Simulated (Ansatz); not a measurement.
Computed with Ansatz on PBE0-D4/def2-TZVP structures; ΔE is electronic, products minus reactants. CBS: MP2 limit from def2 TZ/QZ plus the TZ coupled-cluster correction, frozen cores. This one scheme is used for every species. Functionals use def2-TZVPP. For Mg outer-core shells are correlated without core-valence functions, which leaves a few kJ/mol of doubt a bond. One conformer a species, not always the lowest.

Consider the formal hydrolysis of a Mg–N bond: `[OH][Mg][N]([SiH3])[SiH3]` + H₂O → `[OH][Mg][OH]` + `[SiH3]N[SiH3]`.

`[OH][Mg][N]([SiH3])[SiH3]`:

Cartesian coordinates in Å:
```
O -0.171 3.389 0.622
Mg -0.086 1.661 0.328
N 0.011 -0.215 -0.053
Si 1.555 -0.946 0.026
Si -1.450 -1.013 -0.441
H -0.241 4.250 1.011
H 1.653 -2.024 1.053
H 2.007 -1.529 -1.271
H 2.534 0.125 0.404
H -2.544 0.010 -0.386
H -1.807 -2.101 0.515
H -1.461 -1.607 -1.809
```

H₂O:

Z-matrix (Å, degrees):
```
O
H 1 0.960
H 1 0.960 2 105.1
```

`[OH][Mg][OH]`:

Cartesian coordinates in Å:
```
O 1.052 1.010 0.996
Mg 0.002 -0.002 0.000
O -1.044 -1.021 -0.994
H 1.763 1.613 1.165
H -1.773 -1.601 -1.167
```

`[SiH3]N[SiH3]`:

```xyz
10

Si    1.394   -0.095    0.696
N    -0.270    0.309    0.482
Si   -1.298   -0.006   -0.867
H     1.906   -0.572   -0.613
H     1.597   -1.164    1.713
H     2.176    1.090    1.143
H    -0.718    0.740    1.279
H    -0.439   -0.496   -1.974
H    -2.013    1.228   -1.291
H    -2.335   -1.034   -0.568
```

CCSD(T)/CBS gives -15.9 kJ/mol.

(1) Another level gave -33.0 kJ/mol. Which?
A. r2SCANh/def2-TZVPP
B. HF/def2-TZVPP
C. BLYP-D4/def2-TZVPP
D. PBE0-D4/def2-TZVPP

Largest T1 diagnostic among the species: 0.011.

## Answers

(1) B. HF/def2-TZVPP -33.0, r2SCANh -23.4, PBE0-D4 -18.6, BLYP-D4 -27.5 kJ/mol.

At CCSD(T), def2-SVP lies −9.7 kJ/mol from the extrapolated value and def2-TZVPP −0.4 kJ/mol. The D4 term adds +7.4 kJ/mol with B3LYP and +4.3 kJ/mol with PBE0; it sums over pairs of atoms, weighted by their polarisabilities, and B3LYP, whose exchange is more repulsive, gets the larger term.

B3LYP here is the variant with VWN-RPA as its local correlation; programs differ in this.
